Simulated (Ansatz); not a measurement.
Ansatz (a program for electronic structure) input (CCSD(T)/aug-cc-pV(D+d)Z):
A basis named .json is the Basis Set Exchange file of that set.

Ansatz 0.2 input:
```yaml
crystal:
  periodic: [false, false, false]
  atoms:
    - {symbol: Si, position_ang: [0.01566101, -0.00012646, 0.01097201]}
    - {symbol: F, position_ang: [-0.21614484, -1.07209837, -1.12533407]}
    - {symbol: F, position_ang: [-0.66972982, -0.53406663, 1.32244893]}
    - {symbol: F, position_ang: [-0.70624062, 1.34363363, -0.39794863]}
    - {symbol: N, position_ang: [1.69761080, 0.25196705, 0.30699959]}
    - {symbol: H, position_ang: [2.22650780, 0.60078335, -0.49510129]}
basis:
  gaussian:
    orbitals: aug-cc-pV_D+d_Z.json
magnetization: {spin_polarized: true, initial_magnetization: 1}
correlation: {method: ccsd_t, electrons: outside_noble_gas}
output: {forces: true}
```

End of the output:

```
determinant -17482.82743886 eV, -642.4820580919 hartree, with singles and doubles -17506.25019598 eV, -643.3428285397 hartree
9 core orbitals not correlated
reference -17483.94507717 eV, -642.5231305424 hartree; 16, 15 occupied and 108, 109 virtual orbitals, 1288 factors
densities: 11.25 GiB planned
second order -22.86352610 eV of doubles, -0.00000000 eV of singles
coupled cluster: 4.28 GiB planned
cycle   1  -23.33561506 eV  change   -6.2e-1 eV  update   4.5e-2
cycle   2  -23.41452488 eV  change   -7.9e-2 eV  update   1.0e-2
cycle   3  -23.41775852 eV  change   -3.2e-3 eV  update   6.1e-3
cycle   4  -23.42086813 eV  change   -3.1e-3 eV  update   1.3e-3
cycle   5  -23.42098279 eV  change   -1.1e-4 eV  update   5.5e-4
cycle   6  -23.42114435 eV  change   -1.6e-4 eV  update   2.2e-4
cycle   7  -23.42123562 eV  change   -9.1e-5 eV  update   9.9e-5
cycle   8  -23.42124556 eV  change   -9.9e-6 eV  update   3.2e-5
cycle   9  -23.42125213 eV  change   -6.6e-6 eV  update   1.4e-5
cycle  10  -23.42125217 eV  change   -3.1e-8 eV  update   4.5e-6
cycle  11  -23.42125117 eV  change    1.0e-6 eV  update   1.9e-6
cycle  12  -23.42125125 eV  change   -8.0e-8 eV  update   9.2e-7
cycle  13  -23.42125136 eV  change   -1.1e-7 eV  update   3.6e-7
perturbative correction -0.56716047 eV, -0.0208427630 hartree
the calculation of the forces begins
0.33 GiB of device memory are held for the factors and their scratch space
Total energy: -17507.93348901 eV, -643.4046884175 hartree
Atom 0 at     0.015661    -0.000126     0.010972 Å, force     0.434728     0.102736    -0.048288 eV/Å
Atom 1 at    -0.216145    -1.072098    -1.125334 Å, force    -0.150930    -0.607976    -0.629793 eV/Å
Atom 2 at    -0.669730    -0.534067     1.322449 Å, force    -0.381027    -0.303337     0.750689 eV/Å
Atom 3 at    -0.706241     1.343634    -0.397949 Å, force    -0.425892     0.747340    -0.221702 eV/Å
Atom 4 at     1.697611     0.251967     0.307000 Å, force     0.361999    -0.068641     0.471873 eV/Å
Atom 5 at     2.226508     0.600783    -0.495101 Å, force     0.161123     0.129878    -0.322779 eV/Å
Dipole moment:     0.273014     0.123858    -0.227397 e Å
```

It need not be the lowest isomer of its formula.
